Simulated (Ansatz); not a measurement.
disilazane (H7NSi2), SMILES [SiH3]N[SiH3].

Geometry optimised at PBE-D3(BJ)/def2-SVP.

Two levels are set side by side: PBE/def2-SVPD (Ansatz, a quantum-chemistry and plane-wave program) and PBE0/def2-SVPD (Ansatz). Energy differences of separate SCF runs at the same geometry; the states with an electron removed or added have multiplicity 2 and 2. Differences are taken from unrounded values.

```csv
quantity,PBE
vertical ionisation energy (eV),9.17
vertical singlet–triplet gap (eV),5.15
```

### Question
These are the PBE values. What does PBE0 give? (The exact figures need the calculation; the answer reports its results.)

### Answer

```json
[
 {"quantity": "vertical ionisation energy (eV)", "PBE0": "9.43", "PBE minus PBE0": "-0.26"},
 {"quantity": "vertical singlet–triplet gap (eV)", "PBE0": "5.53", "PBE minus PBE0": "-0.38"}
]
```
